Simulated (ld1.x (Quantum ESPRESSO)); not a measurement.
Which change was made? (Si, ultrasoft)

```json
{
  "Element": "Si (Z = 14)",
  "Generator": "ld1.x (Quantum ESPRESSO) 7.5",
  "Type": "ultrasoft",
  "Functional": "PBE",
  "Relativity": "scalar-relativistic",
  "Frozen core": "[He]",
  "Valence charge": "12",
  "Reference configuration": "2s2 2p6 3s1 3p3",
  "Partial waves": "2s (bound): rcut 0.80, rcutus 0.85 bohr; 3s (bound): rcut 0.80, rcutus 0.85 bohr; 2p (bound): rcut 0.85, rcutus 1.10 bohr; 3p (bound): rcut 0.85, rcutus 1.10 bohr",
  "Local potential": "all-electron potential smoothed inside 0.95 bohr (lloc = -1)",
  "Core correction": "none",
  "Augmentation charge": "built from norm-conserving waves at rcut, not smoothed further"
}
```

Cutoffs, loose and tight: the cutoffs (Ry, on a coarse ladder) from which the occupation-weighted sum of valence levels, in a spherical-Bessel basis at the reference potential, stays within 10 and 1 mRy of its value at 400 Ry. They do not see the model core or the augmentation charge, which bear on the density cutoff. Test errors are all-electron minus pseudo excitation energies from the reference, over the configurations 2s2 2p6 3s2 3p2; 2s2 2p6 3s2 3p1; 2s2 2p6 3s2 3p0; 2s2 2p6 3s2 3p1.5; 2s2 2p5 3s2 3p2; 2s2 2p6 3s0 3p0; 2s2 2p6 3s1 3p2; variants that change the core or the reference have their own tests.

The base gives: outcome: generated, misses its reference levels by 7.74 eV; bound ghosts: not determined; largest test error (meV): -10117.

Problem. After one change the result is: outcome: generated, misses its reference levels by 6.48 eV; bound ghosts: not determined; largest test error (meV): +10455. Which change was it?
A. core [Ne], valence charge 4; reference 3s2 3p2; waves now 3s (bound): rcut 1.25, rcutus 1.50 bohr; 3s channel at -0.1 Ry: rcut 1.25, rcutus 1.50 bohr; 3p (bound): rcut 1.65, rcutus 2.15 bohr; 3p channel at 1.7 Ry: rcut 1.65, rcutus 2.15 bohr; local potential all-electron potential smoothed inside 2.10 bohr (lloc = -1); core correction a·sin(br)/r model core inside 1.00 bohr
B. reference 2s2 2p6 3s2 3p1
C. local potential all-electron potential smoothed inside 0.90 bohr (lloc = -2)
D. waves 2p (bound): rcut 0.85, rcutus 1.28 bohr; 3p (bound): rcut 0.85, rcutus 1.28 bohr

Solution. B. The others give: local potential all-electron potential smoothed inside 0.90 bohr (lloc = -2) → outcome: generated, misses its reference levels by 7.57 eV; bound ghosts: not determined; largest test error (meV): +9516 | core [Ne], valence charge 4; reference 3s2 3p2; waves now 3s (bound): rcut 1.25, rcutus 1.50 bohr; 3s channel at -0.1 Ry: rcut 1.25, rcutus 1.50 bohr; 3p (bound): rcut 1.65, rcutus 2.15 bohr; 3p channel at 1.7 Ry: rcut 1.65, rcutus 2.15 bohr; local potential all-electron potential smoothed inside 2.10 bohr (lloc = -1); core correction a·sin(br)/r model core inside 1.00 bohr → outcome: generated; cutoff, loose: 12 Ry; cutoff, tight: 18 Ry; bound ghosts: s; largest test error (meV): +24 | waves 2p (bound): rcut 0.85, rcutus 1.28 bohr; 3p (bound): rcut 0.85, rcutus 1.28 bohr → outcome: failed: run_pseudo: Errors in PS-KS equation.
